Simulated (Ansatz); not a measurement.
Consider the ligand exchange at the Si–C bond: `BOC[SiH](F)F` + `[NH2][GeH3]` → `F[SiH](F)[NH][GeH3]` + `BOC`.

Computed with Ansatz on PBE0-D4/def2-TZVP structures; ΔE is electronic, products minus reactants. CCSD(T)/CBS is the MP2 limit (def2-TZVPP, def2-QZVPP) plus CCSD(T) − MP2 in def2-TZVPP, frozen cores. DFT in def2-TZVPP. For Ge outer-core shells are correlated without core-valence functions, which leaves a few kJ/mol of doubt a bond. Scalar relativity is left out up to krypton. One conformer a species, not always the lowest.

`BOC[SiH](F)F`:

```xyz
11

B    -0.069    1.823   -1.053
O    -0.202    1.152    0.102
C    -0.701   -0.179    0.155
Si    0.642   -1.312    0.796
F     0.091   -2.801    0.749
F     0.966   -0.971    2.309
H    -0.394    1.305   -2.089
H     0.378    2.928   -0.982
H    -1.040   -0.511   -0.834
H    -1.565   -0.201    0.826
H     1.895   -1.233    0.022
```

`[NH2][GeH3]`:

Z-matrix (Å, degrees):
```
Ge
N 1 1.843
H 1 1.536 2 106.9
H 1 1.548 2 114.5 3 -120.5
H 1 1.536 2 106.8 3 119.0
H 2 1.011 1 113.7 3 59.1
H 2 1.011 1 113.6 3 -176.9
```

`F[SiH](F)[NH][GeH3]`:

```xyz
10

F     1.863   -0.329   -1.578
Si    1.555   -0.150   -0.028
F     1.793    1.399    0.234
N    -0.027   -0.559    0.380
Ge   -1.589    0.332   -0.060
H     2.533   -0.951    0.725
H    -0.154   -1.439    0.858
H    -2.297    0.781    1.229
H    -2.504   -0.619   -0.848
H    -1.171    1.534   -0.911
```

`BOC`:

Cartesian coordinates in Å:
```
B 0.574 0.469 1.128
O 0.147 0.708 -0.118
C -0.444 -0.295 -0.920
H 0.462 -0.631 1.605
H 1.060 1.388 1.720
H -0.497 -1.248 -0.387
H -1.450 0.024 -1.199
H 0.149 -0.416 -1.828
```

```
             level  ΔE (kJ/mol)
            r2SCAN       -102.1
     HF/def2-TZVPP       -114.9
SCS-MP2/def2-TZVPP       -108.3
     HF/def2-QZVPP       -116.0
```

(1) What does CCSD(T)/CBS give? (An estimate is asked.)

Largest T1 diagnostic among the species: 0.014.

## Answers

(1) The calculation gave: -105.3 kJ/mol. The listed levels differ from it by 3.2, -9.6, -3.0, -10.7 kJ/mol.

In def2-TZVPP, CCSD(T) changes the Hartree–Fock value by +9.7 kJ/mol (the triples alone add +1.4 kJ/mol) and MP2 by +6.8 kJ/mol. From PBE to PBE0 (25 % exact exchange), in def2-TZVPP and without D4, ΔE moves by −6.4 kJ/mol.
